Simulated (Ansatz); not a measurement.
Reactions of C₅H₆ (`C#CC=CC`).

Calculated with Ansatz (gas phase, PBE0-D4/def2-TZVP geometries, no zero-point term in ΔE). CBS: MP2 limit from def2 TZ/QZ plus the TZ coupled-cluster correction, frozen cores. This one scheme is used for every species. Double bonds are as drawn, so ΔE can hold a change between cis and trans. For Ga outer-core shells are correlated without core-valence functions, which leaves a few kJ/mol of doubt a bond. Scalar relativity is left out up to krypton. Each species was taken in one conformer, which may not be the lowest.

Order these by ΔE at CCSD(T)/CBS, lowest first. (Estimate.)
A. `C#C/C=C/C` + `CCC(C)(C)CC` → `CCC(C)(C)C(C)C` + `C#CC=C`
B. `C#C/C=C/C` + `C=COCO` → `C=COCOC` + `C#CC=C`
C. `C#C/C=C/C` + `[SH][GaH2]` → `C/C=[CH]\[GaH][SH]` + acetylene
D. `C#C/C=C/C` + `CNCN` → `C#CN(C)CN` + propene

C (-4.1 kJ/mol), A (+15.1 kJ/mol), D (+33.0 kJ/mol), B (+51.7 kJ/mol).

Largest T1 diagnostic: 0.013, for `[SH][GaH2]`.
